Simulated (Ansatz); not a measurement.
A run for Ansatz (a program for electronic structure): R-HF/def2-TZVPP on O3W (SMILES [O]=[W](=[O])=[O]), atoms moved off the minimum. Elements past Kr take the def2 small-core potentials; no spin–orbit coupling.

Ansatz 0.2 input:
```yaml
crystal:
  periodic: [false, false, false]
  atoms:
    - {symbol: W, position_ang: [-0.02558212, -0.01776252, -0.01020413]}
    - {symbol: O, position_ang: [1.18335332, -0.68754190, -1.11825230]}
    - {symbol: O, position_ang: [-0.78878428, -1.18334470, 0.99592266]}
    - {symbol: O, position_ang: [-1.09917593, 0.87255054, -0.83968317]}
basis:
  gaussian:
    orbitals: def2-TZVPP
hamiltonian:
  xc: {name: HF}
scf: {lower_state_search: off}
output: {forces: true}
```

The head of its log:

```
WARN ansatz: RAYON_NUM_THREADS=4 ignored (pool sized by the plan → 4); use --threads N
Functional definition: HF
these checks for a lower state are left out or cut short: stability, starts, cluster_reference, orbital_swaps, neighbouring_geometries, increment
integrals: 0.05 GiB planned
1068 factors; their error is unknown
mean field: 0.37 GiB planned
mean field evaluation 1: about -7905.7922 eV, gradient 9.0e1 eV
mean field evaluation 2: about -7887.6355 eV, gradient 1.4e2 eV
```

**Question.** What total energy does the run end on?

**Answer.** -291.0855 hartree.
